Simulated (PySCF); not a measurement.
In(OH)2(SeH) (H₃InO₂Se), SMILES [OH][In]([OH])[SeH].

Coordinates come from a PBE-D3(BJ)/def2-SVP optimisation. The structure was generated by enumeration; whether it is a known compound was not checked. The def2 effective core potentials stand for the cores of In; spin–orbit coupling is left out. One conformer was computed; it need not be the lowest.

The numbers are results of PBE-D3(BJ)/def2-SVP in PySCF 2.14.0, not measurements.

Frequencies are harmonic and unscaled.

Computed vibrational spectrum:
```
mode  ν (cm⁻¹)  IR (km/mol)  moving atoms (share of kinetic energy)
----  --------  -----------  --------------------------------------
1           70          0.1                                  H 94 %
2           71          0.2                O 57 %, In 20 %, Se 16 %
3          110          7.6                         O 56 %, In 35 %
4          112         26.3                          O 79 %, H 11 %
5          198          5.3                                  H 98 %
6          230        185.7                           H 91 %, O 9 %
7          235         12.6                        Se 59 %, In 36 %
8          554         42.2                                  O 91 %
9          577         70.0                         O 79 %, In 16 %
10         594          1.1                                  H 95 %
11         774        128.9                                  H 94 %
12         821          2.9                                  H 92 %
13        2355          6.2                                  H 99 %
14        3700         25.3                                  H 94 %
15        3702         56.8                                  H 94 %
```
